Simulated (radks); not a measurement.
Results of a calculation; reference values are marked as such.
Neutral sulfur inside a hard spherical wall (all orbitals vanish at R), configuration held at [Ne] 3s2 3p4 and not refilled when levels cross. Level of theory: scalar-relativistic Kohn-Sham, LDA (Slater exchange, VWN5 correlation), spin-polarised, spherical densities, finite nucleus; open shells are filled with parallel spins first; Fermi nuclear charge, rms radius 3.2611 fm (a radial shooting solver on a logarithmic mesh with Libxc functionals). Eigenvalues in eV for spin up, with the zero of energy where the potential of the charges vanishes at infinity; a dash marks a level that is unbound or too diffuse for the functional's potential to be trusted. A positive occupied level is held by the wall or, in an anion where self-interaction has pushed it up, behind a barrier. The pressure on the wall is -dE/dV.

R (bohr)  E (hartree)  kinetic (hartree)    e(2s)    e(2p)    e(3s)   e(3p)  e(4s, empty)  e(4p, empty)  pressure (GPa)
free       -397.86497            399.047  -210.79  -156.55  -17.970  -7.724        -0.395             -               0
15         -397.86497            399.047  -210.79  -156.55  -17.970  -7.724        -0.337         0.718        < 0.0001
8          -397.86444            399.053  -210.74  -156.50  -17.932  -7.686         0.900         3.282          0.0285
6          -397.85502            399.124  -210.26  -156.01  -17.583  -7.327         3.989         7.853           0.955
5          -397.82063            399.335  -209.11  -154.86  -16.805  -6.473         8.686        13.905            6.31
4          -397.65471            400.173  -205.59  -151.30  -14.433  -3.732        20.670        27.866            49.3
3          -396.75332            403.718  -194.78  -140.33   -6.204   5.913        56.672        66.183             504
2.5        -395.13660            408.959  -182.83  -128.14    5.347  19.049        101.63        111.51            1900
2          -390.64100            421.466  -161.70  -106.41   33.488  49.469        198.21        205.00            8690
1.5        -375.96332            456.718  -121.56  -64.259   118.24  134.30        442.61        430.71           55200
